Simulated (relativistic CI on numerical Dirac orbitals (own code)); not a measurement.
## Rh7+: 3d photoemission

Computed with this model: Dirac-Coulomb-Breit CI, orbitals from a KLI potential per configuration, model QED (radiative potential, 1s self-energy scaled to tabulated hydrogen-like ionisation energies), valence Slater integrals scaled by 0.7, multiplet model of photoemission in the sudden approximation; configurations [Kr] 4d2 → [Ar] 3d9 4s2 4p6 4d2; 80 K; Lorentzian 0.42 eV and Gaussian 0.5 eV FWHM. Energies are those of the free ion, without screening or charge transfer. The energies are binding energies and can lie tens of eV above those of solids. S is read from ⟨S²⟩ = S(S + 1).

Field parameters in Wybourne normalisation: Td as Oh with Dq negative (B⁴₀ = 21Dq, B⁴₄ = √(5/14) B⁴₀). The field is a parameter set, without covalency.

free ion: ground-state S = 0.97, centroid 441.11 eV. Peaks (eV, height): 438.8 (100), 443.6 (67), 454.0 (7).

Td, 10Dq = -10450 cm⁻¹: ground-state S = 0.99, centroid 441.17 eV. Peaks (eV, height): 438.9 (100), 443.6 (65).

Strongest unbroadened transitions for Td, 10Dq = -10450 cm⁻¹:

```tsv
Energy (eV)	Relative strength
438.54	49.7
438.60	100.0
438.70	50.8
438.96	52.8
439.00	97.9
439.15	82.7
439.50	21.8
439.78	5.4
442.37	5.2
442.91	7.3
443.16	16.0
443.56	49.2
443.62	42.2
443.68	57.0
443.70	47.9
444.15	6.6
444.22	32.9
454.85	16.7
```
